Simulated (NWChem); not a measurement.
System meant: BSiH4O2F; SMILES FB(O[SiH3])O

Here is an NWChem input.

```
start job
memory heap 200 mb stack 900 mb global 1100 mb
geometry units angstroms noautoz
  B      0.029135     0.960882     0.111881
  F      0.703202     2.060619     0.453953
  O     -1.176497     1.068410    -0.500023
  H     -1.447795     1.981292    -0.637746
  O      0.567350    -0.245287     0.385085
  Si    -0.009590    -1.792593     0.092288
  H     -1.301731    -2.005414     0.805348
  H      1.018416    -2.732316     0.614411
  H     -0.196232    -2.005641    -1.371663
end
basis spherical
  * library def2-svp
end
dft
  odft
  mult 2
  xc xpbe96 cpbe96
  iterations 150
  mulliken
end
task dft energy
```

End of the output:

```
 Summary of "ao basis" -> "ao basis" (spherical)
 ------------------------------------------------------------------------------
       Tag                 Description            Shells   Functions and Types
 ---------------- ------------------------------  ------  ---------------------
 B                          def2-svp                 6       14   3s2p1d
 F                          def2-svp                 6       14   3s2p1d
 O                          def2-svp                 6       14   3s2p1d
 H                          def2-svp                 3        5   2s1p
 Si                         def2-svp                 8       18   4s3p1d

 Summary of "ao basis" -> "ao basis" (spherical)
 ------------------------------------------------------------------------------
       Tag                 Description            Shells   Functions and Types
 ---------------- ------------------------------  ------  ---------------------
 B                          def2-svp                 6       14   3s2p1d
 F                          def2-svp                 6       14   3s2p1d
 O                          def2-svp                 6       14   3s2p1d
 H                          def2-svp                 3        5   2s1p
 Si                         def2-svp                 8       18   4s3p1d

      Symmetry analysis of basis
      --------------------------

        a'         66
        a"         28

  number of electrons :                   48
  multiplicity        :                    2
 ------------------------------------------------------------------------
  no. of electrons and multiplicity not compatible                  48
 ------------------------------------------------------------------------
 ------------------------------------------------------------------------
  current input line :
    24: task dft energy
 ------------------------------------------------------------------------
 ------------------------------------------------------------------------
 There is an error in the input file
 ------------------------------------------------------------------------
 For more information see the NWChem manual at https://nwchemgit.github.io

0: no. of electrons and multiplicity not compatible:Received an Error in Communication
```

Question: Find the fault in this run and fix the input.

Answer: The program refused the input. Cause: the multiplicity doesn't fit the number of electrons (an even count wants an odd multiplicity, and the reverse). This input runs:
```
start job
memory heap 200 mb stack 900 mb global 1100 mb
geometry units angstroms noautoz
  B      0.029135     0.960882     0.111881
  F      0.703202     2.060619     0.453953
  O     -1.176497     1.068410    -0.500023
  H     -1.447795     1.981292    -0.637746
  O      0.567350    -0.245287     0.385085
  Si    -0.009590    -1.792593     0.092288
  H     -1.301731    -2.005414     0.805348
  H      1.018416    -2.732316     0.614411
  H     -0.196232    -2.005641    -1.371663
end
basis spherical
  * library def2-svp
end
dft
  xc xpbe96 cpbe96
  iterations 150
  mulliken
end
task dft energy
```
It converges to -566.48371 Ha (PBE/def2-SVP).
